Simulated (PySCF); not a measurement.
# Radial density of O (oxygen, neutral)

wB97X, [He] 2s2 2p4, high-spin 3P determinant. All numbers are calculated (PySCF 2.14, the spin-free X2C one-electron Hamiltonian (Gaussian nucleus), in dyall-av3z).

```json
{"r (bohr)": "0.00267", "4πr²ρ (e/bohr)": "0.02845", "4πr²(ρα − ρβ)": "0.0000"}
{"r (bohr)": "0.00448", "4πr²ρ (e/bohr)": "0.07706", "4πr²(ρα − ρβ)": "0.0000"}
{"r (bohr)": "0.00754", "4πr²ρ (e/bohr)": "0.2050", "4πr²(ρα − ρβ)": "0.0001"}
{"r (bohr)": "0.0127", "4πr²ρ (e/bohr)": "0.5288", "4πr²(ρα − ρβ)": "0.0003"}
{"r (bohr)": "0.0213", "4πr²ρ (e/bohr)": "1.292", "4πr²(ρα − ρβ)": "0.0008"}
{"r (bohr)": "0.0359", "4πr²ρ (e/bohr)": "2.881", "4πr²(ρα − ρβ)": "0.0023"}
{"r (bohr)": "0.0604", "4πr²ρ (e/bohr)": "5.502", "4πr²(ρα − ρβ)": "0.0071"}
{"r (bohr)": "0.102", "4πr²ρ (e/bohr)": "8.122", "4πr²(ρα − ρβ)": "0.0277"}
{"r (bohr)": "0.171", "4πr²ρ (e/bohr)": "7.914", "4πr²(ρα − ρβ)": "0.1187"}
{"r (bohr)": "0.287", "4πr²ρ (e/bohr)": "4.456", "4πr²(ρα − ρβ)": "0.4407"}
{"r (bohr)": "0.483", "4πr²ρ (e/bohr)": "3.321", "4πr²(ρα − ρβ)": "1.1274"}
{"r (bohr)": "0.813", "4πr²ρ (e/bohr)": "4.747", "4πr²(ρα − ρβ)": "1.6150"}
{"r (bohr)": "1.37", "4πr²ρ (e/bohr)": "3.080", "4πr²(ρα − ρβ)": "0.9795"}
{"r (bohr)": "2.30", "4πr²ρ (e/bohr)": "0.6984", "4πr²(ρα − ρβ)": "0.2007"}
{"r (bohr)": "3.87", "4πr²ρ (e/bohr)": "0.04306", "4πr²(ρα − ρβ)": "0.0086"}
{"r (bohr)": "6.51", "4πr²ρ (e/bohr)": "0.0004096", "4πr²(ρα − ρβ)": "0.0000"}
```

Densities and radii are taken from the X2C orbitals without a picture-change correction, which distorts them close to the nucleus.
